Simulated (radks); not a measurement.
Results of a calculation; reference values are marked as such.
All-electron atom: Os XLI in [Kr] (the NIST ground configuration). Level of theory: scalar-relativistic Kohn-Sham, PBE, spin-polarised, spherical densities, finite nucleus; Fermi nuclear charge, rms radius 5.4126 fm (a radial shooting solver on a logarithmic mesh with Libxc functionals).

Normalised radial functions P(r) = r R(r), r in bohr:

r	3p	4s	4p
0.002481	0.0464	0.3534	0.0267
0.003556	0.0839	0.4308	0.0483
0.005097	0.1499	0.4991	0.0862
0.007306	0.2630	0.5318	0.1511
0.01047	0.4469	0.4868	0.2564
0.01501	0.7219	0.3119	0.4129
0.02151	1.0760	-0.0267	0.6112
0.03059	1.4032	-0.4660	0.7849
0.04384	1.4732	-0.8056	0.7907
0.06284	0.9169	-0.6540	0.4099
0.09007	-0.4185	0.1883	-0.4015
0.1291	-1.9579	1.1124	-1.1245
0.1851	-2.5137	0.8048	-0.7678
0.2652	-1.6701	-0.9075	0.8048
0.3802	-0.5440	-1.9474	1.8826
0.5449	-0.0699	-1.1525	1.2412
0.781	-0.0025	-0.2271	0.2856
1.119	0.0000	-0.0111	0.0174

3p: eigenvalue -4272.3 eV, 1 radial node at r = 0.0818 bohr, <r> = 0.192 bohr, 90 % of the charge inside 0.286 bohr. 4s: eigenvalue -2185.5 eV, 3 radial nodes at r = 0.0210, 0.0845, 0.223 bohr, <r> = 0.388 bohr, 90 % of the charge inside 0.549 bohr. 4p: eigenvalue -2004.0 eV, 2 radial nodes at r = 0.0766, 0.224 bohr, <r> = 0.400 bohr, 90 % of the charge inside 0.570 bohr.
